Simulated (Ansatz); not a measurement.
This geometry of C2H3NO2Se (9 atoms, charge 0, multiplicity 1) is a first-order saddle point.

The calculation used Ansatz, RKS B3LYP-D4/def2-SVP.

```xyz
9
Properties=species:S:1:pos:R:3
N 1.718 0.188 -1.110
C 0.889 -0.141 -0.302
Se 0.712 -1.201 1.457
C -0.486 -0.110 0.182
O -1.403 -0.739 -0.592
O -1.001 1.052 0.723
H 2.352 0.481 -1.821
H -2.210 -0.849 -0.063
H -0.482 1.273 1.510
```

(1) Which two structures does it join? (They come from a converged band through this point; their orientation in space is the band's.)

(2) How far does it lie above each of them?

Answers

(1) No bond is made or broken. The dihedral H7–N1–C2–Se3 changes from 178 to -1° by way of a nearly straight angle H7–N1–C2 (up to 176°), not by a turn about the bond.

Image 0:

```xyz
9
Properties=species:S:1:pos:R:3
N 1.883 0.034 -0.941
C 0.999 -0.293 -0.093
Se 0.939 -1.314 1.491
C -0.434 -0.086 0.102
O -1.304 -0.702 -0.680
O -0.949 0.981 0.733
H 1.470 0.601 -1.693
H -2.202 -0.556 -0.336
H -0.314 1.289 1.400
```

Image 8:

```xyz
9
Properties=species:S:1:pos:R:3
N 1.423 0.332 -1.281
C 0.851 -0.135 -0.247
Se 1.232 -1.162 1.288
C -0.577 -0.013 0.051
O -1.460 -0.687 -0.636
O -1.086 0.889 0.872
H 2.420 0.082 -1.272
H -2.342 -0.579 -0.235
H -0.372 1.228 1.443
```

(2) 81.3 kJ/mol above the first and 101.6 kJ/mol above the second. This is the barrier of this one path; another mechanism may lie lower.

The run took 13 min on 2 threads of Arm Neoverse V1, on a shared host, peak memory 0.33 GiB.
